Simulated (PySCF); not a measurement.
## [AsF2]+: bending curve

Level of theory: PBE0/[As def2-TZVP, F def2-TZVP], no relativity, density fitting, PySCF.

Rigid scan from the singlet minimum (As–F 1.656 Å (×2); F–As–F 98.4°). Coordinate: the F–As–F angle, bonds fixed. Energies in kJ/mol from the minimum.

(1) Predict the curve at 80, 90, 100, 110, 120, 130, 140, 150, 160, 170, 180.

Results:

(1) 
| bond angle (°) | E (kJ/mol) | dipole size (D, about the centre of mass) |
| --- | --- | --- |
| 80 | 49.6 | 3.50 |
| 90 | 8.5 | 3.04 |
| 100 | 0.3 | 2.56 |
| 110 | 12.4 | 2.07 |
| 120 | 39.1 | 1.58 |
| 130 | 76.1 | 1.13 |
| 140 | 119.6 | 0.72 |
| 150 | 165.0 | 0.38 |
| 160 | 206.7 | 0.16 |
| 170 | 236.7 | 0.04 |
| 180 | 247.8 | 0.00 |

With the bonds held, the linear shape lies 247.8 kJ/mol from the minimum.

Other isomers or separated fragments may lie lower.
